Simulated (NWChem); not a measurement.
**Atomisation of H3Al**

```
Al
H 1 1.6008
H 1 1.6008 2 120.00
H 1 1.6008 2 120.00 3 180.00
```
Charge 0, spin multiplicity 1.

Everything below was run with NWChem. All single points use one geometry, from PBE/def2-SVP, a minimum by its harmonic frequencies.

Basis set: def2-TZVP. The atomisation energy is electronic alone: no zero-point, thermal, spin-orbit or counterpoise terms. No value is extrapolated to the basis-set limit. Free atoms are single determinants with multiplicities Al 2, H 2.

B3LYP has NWChem's definition, with VWN1-RPA local correlation. The structure started from a generated list of species. The stability of the SCF solutions was not checked. Open-shell Hartree-Fock references start from PBE0 orbitals.

Problem. One of these methods gave an atomisation energy of 167.6 kcal/mol. Which?
(A) PBE
(B) HF
(C) LDA (SVWN5)
(D) B3LYP

Solution. B, HF. The others give 224.8 (LDA (SVWN5)), 212.2 (B3LYP), 203.4 (PBE).
